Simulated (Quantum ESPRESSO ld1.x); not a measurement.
Values are calculated unless marked as measured or tabulated.
Question: These are the eigenvalues of the occupied orbitals of an atom or ion with whole-number occupations (eV). Code: ld1.x of Quantum ESPRESSO 7.5. Model: non-relativistic Kohn-Sham, LDA (Slater exchange, VWN5 correlation), spin-polarised, spherical densities, point nucleus.

| orbital | eigenvalue |
|---|---|
| 1s up | -32952.4 |
| 1s down | -32952.2 |
| 2s up | -5050.10 |
| 2s down | -5050.01 |
| 2p up | -4758.28 |
| 2p down | -4758.14 |
| 3s up | -1079.29 |
| 3s down | -1079.13 |
| 3p up | -955.552 |
| 3p down | -955.381 |
| 3d up | -724.582 |
| 3d down | -724.423 |
| 4s up | -241.908 |
| 4s down | -241.552 |
| 4p up | -197.873 |
| 4p down | -197.473 |
| 4d up | -121.913 |
| 4d down | -121.337 |
| 5p up | -57.4843 |
| 6p up | -26.1357 |

Which element is it, and in what charge state? The configuration may be excited. Open shells, if any, are filled with parallel spins first.

Answer: Z = 54, xenon, charge +4: Xe4+ in [Kr] 4d10 5p2 6p2. The list shows which subshells hold electrons but not how many an open one holds; the 1s level, -1211 hartree, gives Z - s = 49.2 by -(Z - s)^2/2, which with screening narrows Z to a few neighbours, and the depths of the outer levels then fix element, charge and occupations together.
